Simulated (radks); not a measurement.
Coherent X-ray form factor from a spherical all-electron density. All-electron calculation, Dirac Kohn-Sham, Wu-Cohen GGA, spin-unpolarised, spherical densities, finite nucleus; Fermi nuclear charge, rms radius of each element as measured or else 0.836 A^(1/3) + 0.57 fm. Program: a radial shooting solver on a logarithmic mesh with Libxc functionals.

sin(theta)/lambda (1/angstrom),f0 (electrons)
0.05,9.933
0.1,9.735
0.15,9.419
0.2,9.003
0.25,8.509
0.3,7.962
0.4,6.802
0.5,5.677
0.6,4.682
0.8,3.208
1,2.336
1.25,1.770
1.5,1.488
2,1.194

The species is in the configuration that NIST lists as its ground one. Which atom or ion scatters so?

Answer. The aluminium ion Al3+, [Ne]. Extrapolating in s^2 from the first two rows gives f0(0) = 10.0, near the electron count 10; among species with that count, the fall with angle is slower the higher Z, and the table is that of Z = 13; from so few rows the species is fixed only to a neighbour or two.
